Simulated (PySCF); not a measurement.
C3H6O2Si, SMILES C=C1OC([SiH3])O1. Atoms are numbered in the order given.

```xyz
12

C      2.5828     0.5354     0.0000
C      1.3630     0.0126     0.0000
O      0.5243    -0.3429     1.0152
C     -0.4097    -0.7173     0.0000
Si    -2.0005     0.3558     0.0000
O      0.5243    -0.3429    -1.0152
H      3.0771     0.7457    -0.9465
H      3.0771     0.7457     0.9465
H     -0.5889    -1.8093     0.0000
H     -2.7902     0.0274     1.2218
H     -2.7902     0.0274    -1.2218
H     -1.5832     1.7846     0.0000
```

Geometry: PBE0-D3(BJ)/def2-SVP. The structure was generated by enumeration, and PubChem lists no compound with its InChIKey, so it may never have been made.

Level of theory: PBE/def2-TZVP (PySCF).

Symmetry labels are those of the subgroup Cs that the program uses (full group Cs).

Task: List the valence orbital energies around the gap with their symmetry. (The exact figures need the calculation; the answer reports its results.)

Result: 
```json
[
 {"orbital": "HOMO−7", "symmetry": "A'", "energy (eV)": "-10.14"},
 {"orbital": "HOMO−6", "symmetry": "A\"", "energy (eV)": "-9.96"},
 {"orbital": "HOMO−5", "symmetry": "A\"", "energy (eV)": "-8.92"},
 {"orbital": "HOMO−4", "symmetry": "A'", "energy (eV)": "-8.81"},
 {"orbital": "HOMO−3", "symmetry": "A\"", "energy (eV)": "-8.62"},
 {"orbital": "HOMO−2", "symmetry": "A'", "energy (eV)": "-8.24"},
 {"orbital": "HOMO−1", "symmetry": "A\"", "energy (eV)": "-8.07"},
 {"orbital": "HOMO", "symmetry": "A'", "energy (eV)": "-5.09"},
 {"orbital": "LUMO", "symmetry": "A\"", "energy (eV)": "-0.73"},
 {"orbital": "LUMO+1", "symmetry": "A'", "energy (eV)": "-0.57"},
 {"orbital": "LUMO+2", "symmetry": "A'", "energy (eV)": "-0.03"},
 {"orbital": "LUMO+3", "symmetry": "A'", "energy (eV)": "0.30"}
]
```
